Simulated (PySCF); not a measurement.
## Dipole response of H (hydrogen, neutral)

1s1, 2S determinant. All numbers are calculated (PySCF 2.14, scalar relativity by spin-free X2C-1e, in dyall-av3z (10s3p2d, 29 functions)). Coupled (time-dependent) response in atomic units; α is the mean over directions.

```
method  mean α (bohr³)  C₆ (like pair)  S(−4)
   UHF           4.486           6.464  26.22
```

S(−4) is the Cauchy moment in α(ω) = α(0) + S(−4) ω² + …

Reference α: 4.507 bohr³ (recommended; Schwerdtfeger and Nagle, table of static dipole polarizabilities (2023 update)). Published C₆: 6.499 (Chu and Dalgarno (2004); Tang, Norbeck and Certain (1976)).

α(iu) at UHF:

| u (hartree) | α(iu) (bohr³) |
| --- | --- |
| 0 | 4.486 |
| 0.0500 | 4.421 |
| 0.100 | 4.239 |
| 0.200 | 3.645 |
| 0.300 | 2.970 |
| 0.500 | 1.897 |
| 0.750 | 1.140 |
| 1.00 | 0.7430 |
| 1.50 | 0.3780 |
| 2.00 | 0.2255 |
| 3.00 | 0.1053 |
| 5.00 | 0.03914 |

A single London oscillator, α(iu) = α/(1 + u²/ω²), gives C₆ = (3/4) ω α². Matching the computed C₆ needs ω = 4 × 6.464 / (3 × 4.486²) = 0.428 hartree.

For a non-relativistic one-electron ion the exact value is 9/(2Z⁴) = 4.500 bohr³; Hartree-Fock is exact here up to the basis and relativity.
